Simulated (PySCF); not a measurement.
**Steps of a relaxation of PbCl2**

PbCl2 (singlet). PySCF 2.14.0, RKS PBE0, Pb def2-SVP with ECP60, Cl def2-SVP; non-relativistic Hamiltonian with scalar-relativistic core potentials where named; density fitting; no spin-orbit coupling. Origin of the start: template. Columns: position (Å) and force (eV/Å). Energies are counted from the last step; some of the 6 steps are shown. Forces carry noise of the integration grid, about 0.01 to 0.03 eV/Å.

Run from Python with OMP_NUM_THREADS=2. Where DIIS fails, smearing, a level shift and second-order steps follow.
It took 5.6 s on 2 threads of Arm Neoverse V1, on a shared host, from the converged density of the start.

```xyz
3
step 0  E = 0.427 eV
Pb    0.0000    0.0000   -0.2667     0.00    0.00   -0.05
Cl    2.3683    0.0000    0.7932    -0.82    0.00    0.03
Cl   -2.3683    0.0000    0.7932     0.82    0.00    0.03
```

```xyz
3
step 2  E = 0.041 eV
Pb    0.0000    0.0000   -0.5534     0.00    0.00    0.08
Cl    2.0199    0.0000    0.9365    -0.30    0.00   -0.04
Cl   -2.0199    0.0000    0.9365     0.30    0.00   -0.04
```

```xyz
3
step 3  E = 0.000 eV
Pb    0.0000    0.0000   -0.6292     0.00    0.00    0.04
Cl    1.8992    0.0000    0.9744    -0.02    0.00   -0.02
Cl   -1.8992    0.0000    0.9744     0.02    0.00   -0.02
```

Problem. Where does the relaxation end?

Solution. It converges at step 5 in C2v:
```xyz
3
step 5  E = 0
Pb    0.0000    0.0000   -0.6289
Cl    1.8962    0.0000    0.9743
Cl   -1.8962    0.0000    0.9743
```

Problem. How did the contacts change?

Solution. 
```
     contact  start (Å)  end (Å)
Pb1–Cl2 (Cl)      2.595    2.483
Pb1–Cl3 (Cl)      2.595    2.483
```
